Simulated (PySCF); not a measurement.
2-bromoethanol, C2H5BrO.
Cartesian coordinates in Å at the PBE0-D3(BJ)/def2-SVP level; atoms count from 1:
```xyz
9
C2H5BrO angstrom
O      0.0462    1.4097    0.7559
C     -0.0616    0.6204   -0.3847
C     -0.2476   -0.8489   -0.0745
Br     1.2964   -1.5442    0.8973
H      0.7946    1.0719    1.2658
H     -0.9584    0.9580   -0.9326
H      0.8012    0.7414   -1.0702
H     -0.3444   -1.4578   -0.9829
H     -1.1120   -1.0135    0.5818
```

Method: TDDFT B3LYP/def2-SVPD, vertical, gas phase, core orbitals frozen in the response (PySCF 2.14.0, density-fitted response routines). Relativistic effects, spin–orbit coupling among them, are left out although an element past zinc is present.

Transition dipole moments from the ground state, in atomic units and in the frame of the coordinates above (overall signs are arbitrary), for the states with f of 0.002 or more among the lowest 6:

| state | E (hartree) | μx | μy | μz |
| --- | --- | --- | --- | --- |
| S2 | 0.2269 | -0.040 | -0.086 | -0.108 |
| S4 | 0.2628 | 0.095 | 0.115 | -0.240 |
| S5 | 0.2682 | -0.191 | 0.177 | 0.340 |
| S6 | 0.2784 | 0.116 | 0.641 | -0.066 |

Task: Work out the oscillator strengths.

Result: f = (2/3) ΔE |μ|² with ΔE in hartree (27.2114 eV).

```json
{"state": "S2", "|μ|² (au)": "0.021", "|μ| (D)": "0.36", "f": "0.003"}
{"state": "S4", "|μ|² (au)": "0.080", "|μ| (D)": "0.72", "f": "0.014"}
{"state": "S5", "|μ|² (au)": "0.184", "|μ| (D)": "1.09", "f": "0.033"}
{"state": "S6", "|μ|² (au)": "0.429", "|μ| (D)": "1.66", "f": "0.080"}
```

Task: Which bond between heavy atoms lies closest to the direction of the S6 transition dipole?

Result: C2–C3, at 7° from it; next O1–C2 at 61°.

Task: What angle do the transition dipoles of S5 and S6 make?

Result: |cos θ| = |μa·μb| / (|μa| |μb|) = 0.24, so θ ≈ 76° (taken between 0 and 90°, since the signs are arbitrary).

Task: How is the summed strength of these states shared among x, y and z?

Result: (2/3) Σ ΔE μα² gives 0.011 for x, 0.085 for y and 0.033 for z, 0.130 in all.

Task: What peak molar absorption coefficient would the strongest computed level give as a lone Gaussian band 0.3 eV wide at half height?

Result: ε(max) = 2.175×10⁸ f / FWHM, with the width in cm⁻¹. S6: 2.175×10⁸ × 0.0796 / 2420 ≈ 7200 L mol⁻¹ cm⁻¹.

One conformer stands for the species.
